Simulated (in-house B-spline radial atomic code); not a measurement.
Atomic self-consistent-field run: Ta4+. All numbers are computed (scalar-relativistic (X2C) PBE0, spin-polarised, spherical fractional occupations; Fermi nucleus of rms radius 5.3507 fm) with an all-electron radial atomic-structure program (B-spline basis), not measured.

Command:
```bash
python run_scf.py task.json out
```
Settings (nuclear radius in fm, mass in u):
```
Z                73
configuration    [Xe] 4f14 5d1
hamiltonian      x2c
method           pbe0
spin_polarised   True
nucleus          fermi
rms_radius       5.3507
atomic_mass      180.948
speed_of_light   137.035999084
```

Output (hartree, bohr):
```
 radial grid: 69 intervals, B-splines of order 8, outer radius 30.8511 bohr

 iter        energy (Eh)    residual
    1      -15600.827707    4.91e-01
    2      -15601.645374    1.10e-01
    3      -15602.009469    4.97e-02
    4      -15602.039657    1.12e-02
    5      -15602.035213    1.85e-02
    6      -15602.043339    1.15e-03
    7      -15602.043352    2.45e-04
    8      -15602.043354    3.52e-05
    9      -15602.043354    7.27e-07

 total energy                    -15602.04335
 kinetic                           17521.9458
 electron-nucleus                 -38825.3590
 Hartree                            6020.6288
 exact exchange                      -78.5638
 exchange-correlation               -240.6951

 orbital      occ     eigenvalue          <r>       <r^2>       <1/r>       r_max
 1s up      1.000     -2474.7749    0.0178683 0.000446954     93.4963     0.01074
 1s down    1.000     -2474.7751    0.0178683 0.000446954     93.4963     0.01074
 2s up      1.000      -427.7450    0.0781564  0.00728709     21.8117     0.06668
 2s down    1.000      -427.7427    0.0781563  0.00728707     21.8118     0.06668
 2p up      3.000      -376.2129    0.0700205  0.00600651     18.3872     0.05419
 2p down    3.000      -376.2108    0.0700203  0.00600648     18.3872     0.05419
 3s up      1.000       -99.7738     0.204195   0.0478121     7.85288      0.1887
 3s down    1.000       -99.7735     0.204194   0.0478116     7.85289      0.1887
 3p up      3.000       -84.2946     0.204044   0.0483802     6.93856      0.1862
 3p down    3.000       -84.2942     0.204043   0.0483796     6.93857      0.1862
 3d up      5.000       -65.6477     0.185583    0.040386     6.46913      0.1519
 3d down    5.000       -65.6462     0.185585    0.040387     6.46904      0.1519
 4s up      1.000       -21.8827     0.458969    0.238024      3.2466      0.4295
 4s down    1.000       -21.8808     0.458981    0.238034     3.24643      0.4295
 4p up      3.000       -16.7556     0.486919    0.269922     2.87785      0.4494
 4p down    3.000       -16.7537     0.486924     0.26992     2.87771      0.4494
 4d up      5.000       -10.0250     0.523591    0.318016     2.53335      0.4622
 4d down    5.000       -10.0223     0.523563    0.317948     2.53329      0.4623
 5s up      1.000        -4.3699      1.09736     1.35074     1.23189      0.9913
 5s down    1.000        -4.3447      1.09413     1.34273     1.23644      0.9895
 5p up      3.000        -3.0762      1.26383     1.80097     1.03607       1.119
 5p down    3.000        -3.0406      1.25965     1.78941     1.04058       1.116
 4f up      7.000        -2.6212     0.632768    0.504429     2.01011      0.4424
 4f down    7.000        -2.6165     0.630573    0.499958     2.01404      0.4422
 5d up      1.000        -1.4914      1.75206     3.51727    0.727254       1.469
```


Caution: exact exchange at fractional occupations of open shells leaves self-interaction of up to several eV.

One-electron X2C: radii and densities carry no picture-change correction, so inner-shell <1/r> comes out high (for 1s by about 2 % at Z = 33, 5 % at 54, 10 % at 75, 30 % at 118) and <r> low.
